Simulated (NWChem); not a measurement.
Molecule: GeHOBr, singlet; SMILES [Ge]([Br])[OH]

```xyz
4

Ge     0.4127     0.9824     0.0000
Br    -0.0456    -1.3211     0.0000
O     -1.2824     1.5376     0.0000
H     -1.3525     2.5015     0.0000
```
Atoms are numbered in this order, from 1.

All runs: NWChem. Low-valent species are run as closed-shell singlets; no triplet was tried in these runs. Coordinates come from a PBE0/def2-SVP optimisation. B3LYP is NWChem's, with the RPA form of VWN correlation. Ions are spin-unrestricted doublets at the neutral geometry; other ion states weren't tried.

For level PBE/def2-SVP:

```
Item                                   Result
-------------------------------------  ------
vertical ionisation energy, ΔSCF (eV)    9.47
−ε(HOMO) (eV)                            6.27
```

Problem. How do the values read with level B3LYP/def2-SVP instead?

Solution. 
| Item | Value |
|---|---|
| vertical ionisation energy, ΔSCF (eV) | 9.70 |
| −ε(HOMO) (eV) | 7.20 |
